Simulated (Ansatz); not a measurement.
Mulliken charges of B3H3O, SMILES `BB1BO1` from PBE/def2-TZVPP in Ansatz (PBE0-D4/def2-TZVP geometry).

```
atom   x (Å)   y (Å)   z (Å)  charge (e)
  B1  -1.081   0.916  -0.478      -0.044
  B2   0.037  -0.140   0.052       0.096
  B3   1.398  -0.859   0.449      -0.081
  O4   0.164  -1.411   0.617      -0.124
  H5  -1.409   0.946  -1.629       0.042
  H6  -1.521   1.766   0.242       0.042
  H7   2.473  -1.287   0.701       0.069
```

By hand: the dipole of these point charges (1 e Å = 4.8032 D).

Σ q r = (-0.035, 0.216, -0.097) e Å, of length 0.239 e Å = 1.15 D.

How does the dipole of the full density compare? (An estimate is asked.)

The calculation gave: (0.114, -0.050, 0.029) e Å, 0.61 D; the point charges give 1.89 times that, at 125° from its direction, so they point the opposite way.

Point charges leave out the atoms' own dipoles, such as those of lone pairs, and Mulliken's split depends on the basis, so the two needn't agree.
